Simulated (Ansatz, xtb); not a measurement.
## C4H4FNO2: 5 structures ranked

5 gas-phase structures of C4H4FNO2, from a drawn sample of its isomers (lower ones may exist). Each was relaxed with GFN2-xTB; where two conformers were screened, the lower at r2SCAN-D4/def2-SVP is listed:

A. `COc1nc(F)co1`, a singlet
B. `COc1coc(F)n1`, a singlet
C. `COc1ocnc1F`, a singlet
D. `COc1cnc(F)o1`, a singlet
E. `COc1ncoc1F`, a singlet

Task: Which do you expect lowest at r2SCAN-D4/def2-SVP, and how would the others follow?

Result: Calculated order at r2SCAN-D4/def2-SVP: A (0.000), B (0.146), D (0.232), C (0.409), E (0.472) eV.

Energies above the lowest of each column, in eV; the last columns are at B3LYP/def2-SVP geometries:

```tsv
structure	GFN2-xTB	HF/STO-3G	r2SCAN-D4/def2-SVP	B3LYP/def2-SVP	CCSD(T)/def2-SVP + ΔMP2/def2-TZVPP
A	0.000	0.000	0.000	0.000	0.000
B	0.124	0.091	0.146	0.143	0.165
D	0.250	0.077	0.232	0.219	0.205
C	0.395	0.280	0.409	0.391	0.409
E	0.370	0.275	0.472	0.447	0.454
```

Every level run on A puts it lowest or level with the lowest. Flexible structures stand in one conformer each, not always the lowest. ΔMP2 is the change of the MP2 energy from the smaller to the larger basis.

Over these structures GFN2-xTB departs from r2SCAN-D4/def2-SVP by 0.031 eV on average once a common shift is removed. A GFN2-xTB relaxation took about 0.097 s and the r2SCAN-D4/def2-SVP energy about 3 s on a shared host (Ansatz 0.2.0, xtb 6.7.1).
